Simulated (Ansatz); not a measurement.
Consider the hydrogenolysis of the Si–S bond: `O[SiH](S)P[SiH3]` + H₂ → `O[SiH2]P[SiH3]` + H₂S.

Calculated with Ansatz (gas phase, PBE0-D4/def2-TZVP geometries, no zero-point term in ΔE). CCSD(T)/CBS adds triple-zeta CCSD(T) − MP2 to the extrapolated MP2 energy (def2 sets, frozen cores). This one scheme is used for every species. Functionals use def2-TZVPP. B3LYP here is the variant with VWN-RPA as its local correlation; programs differ in this. One conformer a species, not always the lowest.

Task: Is it downhill or uphill in electronic energy at CCSD(T)/CBS, and by how much? (An estimate is asked.)

Result: Ansatz gave: Uphill: ΔE = +54.3 kJ/mol.

Task: What do these levels give: PBE-D4, B3LYP-D4, B2PLYP, r2SCAN, B3LYP, HF/def2-TZVPP, MP2/def2-TZVPP, CCSD/def2-TZVPP, CCSD(T)/def2-TZVPP, MP2/def2-QZVPP, HF/CBS(def2), MP2/CBS(def2)? (Estimate.)

Result: The calculation gave: PBE-D4 60.2, B3LYP-D4 52.0, B2PLYP 45.0, r2SCAN 56.2, B3LYP 37.0, HF/def2-TZVPP 21.9, MP2/def2-TZVPP 59.4, CCSD/def2-TZVPP 41.2, CCSD(T)/def2-TZVPP 47.9, MP2/def2-QZVPP 62.9, HF/CBS(def2) 21.3, MP2/CBS(def2) 65.8 kJ/mol.

Largest T1 diagnostic among the species: 0.013.

In def2-TZVPP, CCSD(T) changes the Hartree–Fock value by +26.0 kJ/mol (the triples alone add +6.7 kJ/mol) and MP2 by +37.6 kJ/mol. The D4 term adds +15.1 kJ/mol with B3LYP and +8.2 kJ/mol with PBE0; it sums over pairs of atoms, weighted by their polarisabilities, and B3LYP, whose exchange is more repulsive, gets the larger term.
